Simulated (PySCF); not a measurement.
Mg(H)(GeH3) (GeH₄Mg), SMILES [MgH][GeH3].

The structure is a stationary point at B3LYP-D3(BJ)/def2-TZVP.

These are PBE/def2-TZVPD run with PySCF values and carry that method's errors.

Gas-phase values at a fixed geometry.

Q: Estimate the frontier levels, gap, dipole moment and polarisability. (Estimate from the structure and the level; the computed values follow.)

A: 
| Quantity | Result |
|---|---|
| highest occupied level | -5.86 eV |
| lowest empty level | -1.65 eV |
| orbital gap | 4.21 eV |
| dipole moment | 0.71 D |
| quadrupole, principal values (traceless, Buckingham form, about the centre of nuclear charge) | -12.32, 6.16, 6.16 D·Å |
| mean static polarisability | 76.0 bohr³ (11.27 Å³) |
| polarisability, principal values | 64.7, 64.7, 98.7 bohr³ |
